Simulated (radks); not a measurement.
Q: The mean radii <r> (bohr) of the occupied orbitals of an atom or ion are listed with their occupations. Method: non-relativistic Kohn-Sham, PBE, spin-polarised, spherical densities, point nucleus; computed with a radial shooting solver on a logarithmic mesh with Libxc functionals.

| orbital | occ. | <r> |
|---|---|---|
| 1s | 2 | 0.04782 |
| 2s | 2 | 0.2097 |
| 2p | 6 | 0.1811 |

Name the element and its charge. Open shells, if any, are filled with parallel spins first.

A: Z = 32, germanium, charge +22: Ge22+ in [Ne]. The 1s radius gives Z: for a bare nucleus <r> = 1.5/Z, 0.04688 bohr for Z = 32, and screening makes it slightly larger (0.04782 here). The occupations add up to 10, and the charge is Z minus that.
